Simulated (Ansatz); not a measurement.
```yaml
crystal:
  periodic: [false, false, false]
  atoms:
    - {symbol: C, position_ang: [2.596397, -0.932924, 1.121377]}
    - {symbol: N, position_ang: [1.813091, -0.841958, -0.081203]}
    - {symbol: C, position_ang: [2.118828, -1.906679, -0.998939]}
    - {symbol: Cd, position_ang: [0.013637, 0.022623, -0.075807]}
    - {symbol: N, position_ang: [-1.744284, 0.947068, -0.277537]}
    - {symbol: C, position_ang: [-2.910399, 0.485936, 0.426443]}
    - {symbol: C, position_ang: [-1.810403, 2.357376, -0.553229]}
    - {symbol: H, position_ang: [2.430697, -1.866574, 1.687837]}
    - {symbol: H, position_ang: [3.672024, -0.897125, 0.884358]}
    - {symbol: H, position_ang: [2.388972, -0.097999, 1.795888]}
    - {symbol: H, position_ang: [3.186698, -1.886618, -1.270519]}
    - {symbol: H, position_ang: [1.917462, -2.913362, -0.591480]}
    - {symbol: H, position_ang: [1.550499, -1.808103, -1.927603]}
    - {symbol: H, position_ang: [-2.872432, -0.593387, 0.595886]}
    - {symbol: H, position_ang: [-3.055505, 0.971313, 1.407967]}
    - {symbol: H, position_ang: [-3.820510, 0.688862, -0.160881]}
    - {symbol: H, position_ang: [-0.940932, 2.693135, -1.124556]}
    - {symbol: H, position_ang: [-1.873121, 2.983142, 0.354770]}
    - {symbol: H, position_ang: [-2.702621, 2.590674, -1.156572]}
basis:
  gaussian: {orbitals: def2-TZVPD}
total_charge: 1
magnetization: {spin_polarized: true, initial_magnetization: 1}
hamiltonian: {xc: {name: PBE-QIDH}}
charge: 1
```

```sh
$ ansatz run in.yaml --threads 2 --pin off --events-out ev --progress --plain --max-ram 32768MiB --backend cuda --devices 0, --max-vram 18GiB
```

Shortened log:

```
Error: YAML parse error: error: line 28 column 1: unknown field `charge`, expected one of crystal, accuracy, basis, kpoints, hamiltonian, magnetization, projection, total_charge, correlation, batch, efield, external_charges, scf, relax, neb, saddle, md, ramp, phonons, dielectric, real_time, elastic, magnetic_configurations, gw, evaluate, workflow, output, checkpoint, execution
26 | magnetization: {spin_polarized: true, initial_magnetization: 1}
27 | hamiltonian: {xc: {name: PBE-QIDH}}
28 | charge: 1
```

In this input the input holds a key that doesn't belong there. The program refused the input.
